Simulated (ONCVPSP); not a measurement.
Ranking ONCV potentials for O

All share these settings but for the change named:

* Element: oxygen (O)
* Generator: ONCVPSP 4.0.1
* Type: optimised norm-conserving Vanderbilt (ONCV)
* Functional: PBE
* Relativity: scalar-relativistic
* Frozen core: [He]
* Valence charge: 6
* Reference configuration: 2s2 2p2 (charge +2)
* Partial waves: 2s: rc 0.95 bohr, ncon 4, nbas 7, qcut 7.3 1/bohr, 2 projectors, debl 3.3 Ha; 2p: rc 1.90 bohr, ncon 3, nbas 7, qcut 6.5 1/bohr, 1 projector
* Local potential: polynomial inside 0.90 bohr (lpopt 5, dvloc0 -1 Ha)
* Core correction: Teter function, fcfact 2.5, rcfact 1.2

Cutoff: the first of the cutoffs (Ha) at which the residual kinetic energy of the hardest occupied pseudo-wave falls to 1 and 0.1 mHa per electron; the density cutoff is not measured.

The base gives 70 Ha.

Of 10 variants that were run, those that failed, showed a ghost or another fault, or gave nearly equal values are left out.

(1) Rank these variants from softest to hardest (loose cutoff).
A. s: qcut 6.8
B. s: qcut 4.3
C. s: qcut 11.2
D. s: qcut 9.4

## Answers

(1) D (37 Ha), C (44 Ha), A (103 Ha), B (122 Ha).
